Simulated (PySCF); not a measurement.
Compound: C8H4ClFN2.
Bonds: F1–C2, C2–C3 (aromatic), C3–N4 (aromatic), N4–C5 (aromatic), C5–C6 (aromatic), C6–C7 (aromatic), C7–C8 (aromatic), C8–C9 (aromatic), C9–Cl10, C9–C11 (aromatic), C11–N12 (aromatic), C2–N12 (aromatic), C5–C11 (aromatic). Hydrogens: H13 on C3; H14 on C6; H15 on C7; H16 on C8.

Theory: PBE0-D3(BJ)/def2-SVP geometry optimisation, gas phase (PySCF).

(1) Give the optimised bond lengths and angles.

Answers

(1) 
| bond | length (Å) |
| --- | --- |
| F1–C2 | 1.321 |
| C2–C3 | 1.424 |
| C3–N4 | 1.302 |
| N4–C5 | 1.359 |
| C5–C6 | 1.414 |
| C6–C7 | 1.376 |
| C7–C8 | 1.411 |
| C8–C9 | 1.379 |
| C9–Cl10 | 1.721 |
| C9–C11 | 1.423 |
| C11–N12 | 1.354 |
| C2–N12 | 1.286 |
| C5–C11 | 1.429 |
| C3–H13 | 1.096 |
| C6–H14 | 1.091 |
| C7–H15 | 1.092 |
| C8–H16 | 1.091 |

A selection of angles:
| angle | degrees |
| --- | --- |
| F1–C2–C3 | 117.6 |
| F1–C2–N12 | 118.5 |
| C3–C2–N12 | 123.9 |
| C2–C3–N4 | 120.6 |
| C2–C3–H13 | 120.0 |
| N4–C3–H13 | 119.4 |
| C3–N4–C5 | 117.9 |
| N4–C5–C6 | 119.5 |
| N4–C5–C11 | 120.2 |
| C6–C5–C11 | 120.3 |
| C5–C6–C7 | 119.6 |
| C5–C6–H14 | 117.9 |
| C7–C6–H14 | 122.5 |
| C6–C7–C8 | 120.9 |
| C6–C7–H15 | 120.2 |
| C8–C7–H15 | 118.9 |
| C7–C8–C9 | 120.6 |
| C7–C8–H16 | 120.5 |
| C9–C8–H16 | 119.0 |
| C8–C9–Cl10 | 120.5 |
| C8–C9–C11 | 120.3 |
| Cl10–C9–C11 | 119.2 |
| C9–C11–N12 | 120.9 |
| C5–C11–C9 | 118.4 |
| C5–C11–N12 | 120.7 |
| C2–N12–C11 | 116.7 |

The C–C distances run from 1.376 Å (C6–C7, aromatic) to 1.429 Å (C5–C11, aromatic), a spread of 0.053 Å. The 12 heavy atoms lie in one plane (0.001 Å rms). The 6-membered ring C5–C6–C7–C8–C9–C11 has internal angles of 118.4° to 120.9°; it is planar, 0.00 Å rms from its mean plane, widest ring torsion 0°. The 4 C–N bonds span 1.286 Å (C2–N12, aromatic) to 1.359 Å (N4–C5, aromatic), a spread of 0.073 Å. The 6-membered ring C2–C3–N4–C5–C11–N12 has internal angles of 116.7° to 123.9° (sum 720°, against 720° for a flat polygon); it is planar, 0.00 Å rms from its mean plane, widest ring torsion 0°.

Point group: Cs (every atom within 0.08 Å of its image). PBE0-D3(BJ)/def2-SVP frequencies: not computed here.

Rough CPU time on one thread of a shared machine: about 2.5 min. These figures are those of the optimisation.
